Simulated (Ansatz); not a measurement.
```xyz
10

C     0.1976   -1.1797    1.0935
Si   -0.4369    0.3949    0.3701
Cl    0.4897    1.9956    1.2647
N    -0.1080    0.4279   -1.3046
C     0.2255    0.9304   -2.3380
O     0.5432    1.3722   -3.3650
H     1.2769   -1.2602    0.9493
H    -0.2826   -2.0350    0.6115
H    -0.0131   -1.2196    2.1643
H    -1.8922    0.5734    0.5542
```

The species carries charge 0 and has multiplicity 1.

(1) List the r2SCAN/def2-TZVPP orbital energies in eV (the Gaussian-basis code of Ansatz). (Estimate.)

Answers

(1) Computed: Occupied: -2753.42, -1792.69, -517.24, -385.99, -276.91, -273.16, -254.83, -193.36, -193.23, -193.22, -142.97, -97.89, -97.83, -97.76, -29.46, -24.85, -21.64, -18.82, -15.89, -13.07, -12.14, -12.08, -11.96, -11.07, -10.66, -9.84, -9.59, -8.62, -8.23, -7.90, -7.64. Lowest empty: -0.58, -0.03, 0.50, 1.08, 1.18, 1.93, 2.14, 2.52.
